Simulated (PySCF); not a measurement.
Species: C4H6Si.
SMILES: `C#C[SiH]1CC1`

Method used: EOM-IP-CCSD/aug-cc-pVDZ in PySCF, restricted Hartree–Fock reference, frozen core, non-relativistic, gas phase, PBE0-D3(BJ)/def2-SVP geometry.

Hartree–Fock orbital energies give these Koopmans values (eV): HOMO 9.12, HOMO-1 10.86, HOMO-2 11.53, HOMO-3 11.93, HOMO-4 13.76, HOMO-5 14.32, HOMO-6 16.11, HOMO-7 16.99.

Problem. What vertical ionisation energies does EOM-IP-CCSD give?

Solution. 
```
leading hole (HF orbital)  Koopmans (eV)  EOM-IP-CCSD (eV)  change (eV)  one-hole share
                     HOMO           9.12              8.75        -0.37            0.96
                   HOMO-1          10.86             10.43        -0.43            0.95
                   HOMO-2          11.53             11.28        -0.25            0.94
                   HOMO-3          11.93             11.32        -0.61            0.95
                   HOMO-4          13.76             12.71        -1.05            0.95
                   HOMO-5          14.32             13.09        -1.23            0.94
                   HOMO-6          16.11             14.62        -1.49            0.94
                   HOMO-7          16.99             15.60        -1.39            0.94
```

Problem. Does the order of the lines follow the orbital energies?

Solution. Yes, no two lines change places. The corrections run from -1.49 to -0.25 eV, with a mean of -0.85 eV over the 8 lines; no line lies above its Koopmans value. Koopmans values leave out both the relaxation of the orbitals and the change in correlation energy.

Problem. At what kinetic energies would He I light (21.22 eV) eject these electrons?

Solution. 12.47 eV (HOMO), 10.79 eV (HOMO-1), 9.94 eV (HOMO-2), 9.90 eV (HOMO-3), 8.51 eV (HOMO-4), 8.13 eV (HOMO-5), 6.60 eV (HOMO-6), 5.62 eV (HOMO-7).

Lines less than 0.15 eV apart could change places at a higher level. One root was sought for each valence orbital with −ε under 21 eV, eight at most, so deeper holes and satellites are missing; no vibrational structure.
